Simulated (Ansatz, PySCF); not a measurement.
Pair of molecules: SiH4 (SMILES [SiH4]) (first 5 atoms) with CH2O2 (SMILES O=CO); geometry from B3LYP-D3(BJ)/def2-TZVP.
(charge 0, multiplicity 1):
```tsv
atom	x (Å)	y (Å)	z (Å)
Si	0.1066	-0.3192	0.6422
H	-0.2752	-0.5306	-0.7743
H	0.6862	-1.5591	1.1923
H	-1.1432	0.0100	1.3802
H	1.0449	0.8148	0.7412
O	0.9379	0.1423	3.7316
C	0.0648	0.4268	4.5034
O	-1.2292	0.5681	4.1908
H	0.2131	0.6101	5.5751
H	-1.3283	0.3996	3.2353
```

Interaction energies are E(AB) − E(A) − E(B) at the monomers' geometry in the complex; basis-set methods are counterpoise corrected. Rows marked so take none.

Frozen-core correlation. Rows in 6-31G* carry no dispersion term and start afresh at each structure (6-31G* with six Cartesian d functions). MP2/6-31G* freezes PySCF's default core.

Run with Ansatz (a program for electronic structure) with Gaussian orbitals; PySCF for 6-31G* rows, the dispersion terms. Values without a source in brackets are computed.

```
level                         interaction energy (meV)
----------------------------  ------------------------
BLYP-D3(BJ)/def2-TZVPPD                         -117.9
PBE0/def2-TZVPPD                                 -71.7
PBE0-D4/def2-TZVPPD                             -118.7
BHLYP/def2-TZVPPD                                -61.9
CAM-B3LYP-D3(BJ)/def2-TZVPPD                    -122.0
B2PLYP-D3(BJ)/def2-TZVPPD                       -109.3
MP2/6-31G*                                         ___
MP2/6-31G* (no counterpoise)                    -122.1
MP2/aug-cc-pV(D+d)Z                                ___
```

Problem. Fill in the missing entries.

Solution. 
- MP2/6-31G*, interaction energy (meV): -14.8
- MP2/aug-cc-pV(D+d)Z, interaction energy (meV): -85.5
